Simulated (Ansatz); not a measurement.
Z-matrix (Å, degrees):
```
C
C 1 1.513
H 1 1.091 2 111.1
H 1 1.095 2 110.5 3 120.0
H 1 1.091 2 111.1 3 -119.9
Se 2 1.941 1 115.0 3 59.9
H 2 1.094 1 112.2 3 -179.6
H 2 1.094 1 112.2 3 -60.5
```

The species carries charge 0 and has multiplicity 2.

(1) List the ωB97M-V/def2-TZVPP orbital energies in eV (the Gaussian-basis code of Ansatz). (Estimate.)

## Answers

(1) Ansatz gave: α occupied: -12368.20, -1588.46, -1423.29, -1423.20, -1423.13, -282.41, -281.40, -217.90, -160.96, -160.77, -160.49, -60.85, -60.83, -60.60, -60.46, -60.43, -24.88, -21.88, -19.33, -15.59, -14.59, -13.49, -12.71, -11.37, -9.72, -8.84. α empty: 2.38, 3.14, 3.91, 4.16, 4.59, 5.03, 5.78, 6.74. β occupied: -12368.14, -1588.44, -1423.18, -1423.16, -1423.11, -282.41, -281.40, -217.83, -160.74, -160.73, -160.46, -60.70, -60.69, -60.46, -60.45, -60.38, -24.74, -21.38, -18.82, -15.42, -14.53, -13.45, -12.57, -11.15, -8.47. β empty: -1.69, 2.46, 3.22, 3.92, 4.18, 4.59, 5.09, 5.82. ⟨S²⟩ = 0.753.
